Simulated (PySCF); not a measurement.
# SiI from Hartree–Fock to correlated methods

State: ²Π (doublet), unpaired electrons π ↑. Set-up: Si def2-TZVPP, I def2-TZVPP with ECP28; scalar-relativistic core potentials (PySCF 2.14). De refers to Si + I in their high-spin ground configurations, without counterpoise correction. The functionals are run spin-unrestricted. A positive dipole means Si(−)I(+).

| Level | Re (Å) | ωe (cm⁻¹) | De (eV) | μ (D) | CPU s a point (SCF and correlation, without the integrals) |
| --- | --- | --- | --- | --- | --- |
| UHF | 2.478 | 349 | 1.99 | -1.30 | 1.5 |
| UHF-MP2 | 2.432 | 370 | 3.24 | n/a | 2.7 |
| UHF-SCS-MP2 | 2.443 | 363 | 3.10 | n/a | n/a |
| UHF-CCSD | 2.446 | 362 | 2.93 | n/a | n/a |
| UHF-CCSD(T) | 2.448 | 361 | 3.10 | n/a | 120 |
| PBE | 2.461 | 350 | 3.49 | -0.42 | 2.6 |
| r²SCAN | 2.448 | 358 | 3.37 | -0.42 | 2.7 |
| M06-L | 2.436 | 361 | 3.41 | -0.08 | 2.7 |
| PBE0 | 2.443 | 363 | 3.33 | -0.57 | 3.4 |
| MN15 | 2.431 | 360 | 3.16 | -0.57 | 3.7 |
| BHandHLYP | 2.454 | 355 | 3.02 | -0.93 | 2.2 |
| ωB97X | 2.432 | 370 | 3.22 | -0.64 | 3.9 |

Task: Which functional lies closest to UHF-CCSD(T) in De, which farthest, and by how much do they differ from it?

Result: Closest is MN15 (-1.7 pm in Re, -0.3 % in ωe, +0.06 eV in De against UHF-CCSD(T) in the same basis), farthest PBE (+1.3 pm in Re, -3.0 % in ωe, +0.39 eV in De). CCSD(T) converges more slowly with the basis than the functionals do and binds too weakly in this one, so the order can change at the basis-set limit.

Task: What does a quarter of exact exchange do here, going from PBE to PBE0?

Result: PBE0 less PBE: -1.8 pm in Re, +3.7 % in ωe, -0.16 eV in De. Exact exchange removes part of the self-interaction that spreads semilocal densities, and in most molecules shortens and stiffens the bond and lowers De; so it does here.

Task: What does the step from GGA to meta-GGA do here, going from PBE to r²SCAN?

Result: r²SCAN less PBE: -1.3 pm in Re, +2.3 % in ωe, -0.12 eV in De. 

Correlated steps freeze 9 core orbitals. These are scalar-relativistic numbers at best; spin–orbit coupling would shift them, the dissociation energy most. The state was picked by a PBE0 search and need not be the measured ground state.

The whole job (state search and all levels along the bond) took about 22 min on 1 thread of Arm Neoverse V1 (shared host), peak memory 2.7 GiB.
